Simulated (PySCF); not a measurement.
A calculated (M06-2X, PySCF 2.14, aug-cc-pVDZ, the non-relativistic Hamiltonian (point nucleus)) atom or ion has these occupied shells.

```csv
shell,electrons,orbital energy (eV),"rms radius, mean of both spins (bohr)"
1s α,1,-5926.8,0.0743
1s β,1,-5926.7,0.0743
2s α,1,-697.88,0.320
2s β,1,-695.83,0.320
2p α,3,-596.64,0.288
2p β,3,-594.81,0.288
3s α,1,-96.232,0.976
3s β,1,-91.368,0.976
3p α,3,-66.998,1.05
3p β,3,-61.019,1.05
3d α,4,-20.717,1.37
4p α,1,-9.437,3.81
```

Problem. Name the element and its charge.

Solution. Cr+ (chromium, charge +1), in [Ar] 3d4 4p1, one real determinant (an excited configuration).
